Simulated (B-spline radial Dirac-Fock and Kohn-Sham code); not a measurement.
**Ho: input and output of one calculation**

ΔSCF core binding energies without Breit or QED terms, calculated with a B-spline atomic structure program. Keys: rel is the Hamiltonian (dirac, or spin-free x2c and nr, where L3 and M5 stand for the whole 2p and 3d shells), method is hf or an exchange,correlation pair (spin-unpolarised, also for the hole states), nuc the nuclear model, radius_factor scales its radius, rmax is the box in bohr, h the logarithmic mesh step, order the B-spline order, points the quadrature points per cell, c_factor scales the speed of light, and damp, ndamp, maxit and tol steer the iteration. The run stops when the commutator error falls below 10·tol·max(1, Z/10), or the numerical noise floor, and the energy has settled to about 1e-8 Ha; the virial ratio is −V/T.

Input (task.json):

```json
{"items": [{"Z": 67, "q": 0, "cfg": [[1, 0, 2], [2, 0, 2], [2, 1, 6], [3, 0, 2], [3, 1, 6], [3, 2, 10], [4, 0, 2], [4, 1, 6], [4, 2, 10], [4, 3, 11], [5, 0, 2], [5, 1, 6], [6, 0, 2]], "A": 165, "rrms": 5.2022, "do": "settings", "holes": ["K", "L3", "M5"],
  "settings": [{"rel": "dirac", "method": "hf", "nuc": "fermi", "radius_factor": 1.0, "rmax": 45.0, "h": 0.3, "order": 8, "points": 10, "c_factor": 1.0, "maxit": 3, "damp": 0.5, "ndamp": 3, "tol": 1e-08}]}]}
```

Command: `python xray2_run.py task.json out`

Ground-state iterations:

```
iter   energy (Ha)        error
   1   -12620.46111514  2.14e+00
   2   -12620.66120933  2.37e-01
   3   -12621.32374511  5.10e-02
```

The ground state had not converged after 3 iterations, with total energy -12621.32375 Ha, virial ratio 1.90980 and highest orbital energy -5.41 eV. ΔSCF binding energies: K (1s) 55866.6 eV, L3 (2p3/2) 8090.7 eV, M5 (3d5/2) 1353.9 eV (not all states converged, so these are not final).

Problem. One setting is unsound. Which, and why?

Solution. maxit ends the run before self-consistency. With the default settings (Dirac Hartree-Fock): The ground state converged in 11 iterations, with total energy -12621.37679 Ha, virial ratio 1.90915 and highest orbital energy -5.17 eV. ΔSCF binding energies: K (1s) 55867.5 eV, L3 (2p3/2) 8091.6 eV, M5 (3d5/2) 1355.0 eV.
